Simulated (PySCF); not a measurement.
C₂H₇BFN, SMILES CN(C)BF.

The structure is a stationary point at B3LYP-D3(BJ)/def2-SVP. The structure was generated by enumeration, and PubChem lists no compound with its InChIKey, so it may never have been made. One conformer was computed; it need not be the lowest.

Level of theory: PBE/def2-TZVP run with PySCF.

The molecule is in vacuum.

```yaml
total_energy: -259.74296 hartree
point_group: Cs
highest_occupied_level: -6.02 eV
lowest_empty_level: -0.16 eV
orbital_gap: 5.85 eV
dipole_moment: 2.34 D
quadrupole, principal values (traceless, Buckingham form, about the centre of nuclear charge): -2.97, 0.84, 2.13 D·Å
mean_static_polarisability: 50.4 bohr³ (7.47 Å³)
polarisability_principal_values: 40.2, 51.6, 59.3 bohr³
```
